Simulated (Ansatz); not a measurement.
Conformers of GeH8N2OSi (`N[SiH2][O][GeH2][NH2]`), each relaxed with PBE0-D4/def2-TZVP in Ansatz. CBS adds the triple-zeta coupled-cluster correction to the MP2 limit.

Outer-core shells of Ge are correlated without core-valence functions. Scalar relativity is left out up to krypton. Spin–orbit coupling is left out.

Not all of them had a frequency check.

Conformer A:

Z-matrix (Å, degrees):
```
Si
O 1 1.644
N 1 1.709 2 116.6
H 1 1.486 2 108.5 3 121.1
H 1 1.483 2 105.9 3 -119.1
Ge 2 1.769 1 128.6 3 -49.4
H 3 1.007 1 119.6 2 69.9
H 3 1.006 1 121.5 2 -78.4
N 6 1.835 2 107.1 1 -15.3
H 6 1.536 2 109.2 1 100.8
H 6 1.537 2 105.3 1 -137.0
H 9 1.010 6 116.1 2 -90.5
H 9 1.009 6 115.0 2 140.0
```

Conformer B:

Z-matrix (Å, degrees):
```
Si
O 1 1.629
N 1 1.723 2 110.8
H 1 1.489 2 112.4 3 116.4
H 1 1.486 2 105.6 3 -123.6
Ge 2 1.791 1 128.1 3 -34.0
H 3 1.007 1 118.8 2 141.2
H 3 1.008 1 120.9 2 -75.9
N 6 1.823 2 113.4 1 -35.5
H 6 1.534 2 107.0 1 84.0
H 6 1.532 2 105.0 1 -154.2
H 9 1.010 6 115.4 2 -67.2
H 9 1.011 6 113.7 2 60.5
```

Q: Which is lowest in electronic energy at CCSD(T)/CBS (frozen core, def2 sets), and by how much? (Best estimate.)

A: The calculation gave: B; A lies 2.1 kJ/mol higher.

Q: Give the energies relative to B (kJ/mol) with PBE-D4/def2-TZVPP, PBE0-D4/def2-TZVPP, B3LYP-D4/def2-TZVPP, ωB97X-V/def2-TZVPP, r2SCAN/def2-TZVPP, CCSD/def2-TZVPP, SCS-MP2/def2-QZVPP. (Best estimate.)

A: Ansatz gave: 
```tsv
level	A
PBE-D4/def2-TZVPP	2.9
PBE0-D4/def2-TZVPP	2.4
B3LYP-D4/def2-TZVPP	2.4
ωB97X-V/def2-TZVPP	2.3
r2SCAN/def2-TZVPP	2.9
CCSD/def2-TZVPP	2.5
SCS-MP2/def2-QZVPP	2.3
```

B3LYP here is the variant with VWN-RPA as its local correlation; programs differ in this.
